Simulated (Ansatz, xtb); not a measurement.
# Ligand exchange: C2H5I + SiH3I → C2H8Si + I2

Species: C2H5I (iodoethane) `CCI`, singlet; SiH3I `[SiH3]I`, singlet; C2H8Si `CC[SiH3]`, singlet; I2, singlet. The partners trade I for SiH3: C–I and I–SiH3 bonds give way to C–SiH3 and I–I.

Shapes, held fixed at every level: PBE0-D4/def2-TZVP. Programs: Ansatz 0.2.0, xtb 6.7.1. The zero-point and thermal change to 298 K, harmonic and unscaled (PBE0-D4/def2-TZVP), is -0.2 kJ/mol.

Estimate ΔH(298 K) of this reaction.

The highest level, CCSD(T)/def2-TZVPP, gives ΔH(298 K) = +59.3 kJ/mol; the levels span +40.7 to +80.2. The column of differences is taken from that level and isn't an error. No measured value is set beside it here. For atoms past krypton def2 sets carry core potentials with scalar relativity. Outer-core shells of I are correlated, in sets that cover them unevenly.

```
               level                    kind  ΔH(298 K) (kJ/mol)  less CCSD(T)/def2-TZVPP
            GFN0-xTB          semi-empirical               +80.2                    +20.9
r2SCAN-D4/def2-TZVPP                meta-GGA               +51.1                     -8.2
 B3LYP-D4/def2-TZVPP           global hybrid               +40.7                    -18.6
 BHLYP-D4/def2-TZVPP           global hybrid               +44.9                    -14.4
  PBE0-D4/def2-TZVPP           global hybrid               +47.9                    -11.4
  wB97M-V/def2-TZVPP  range-separated hybrid               +47.6                    -11.7
      MP2/def2-TZVPP     perturbation theory               +69.0                     +9.7
    CCSD(T)/def2-SVP   coupled cluster or CI               +50.1                     -9.2
  CCSD(T)/def2-TZVPP   coupled cluster or CI               +59.3                      0.0
```
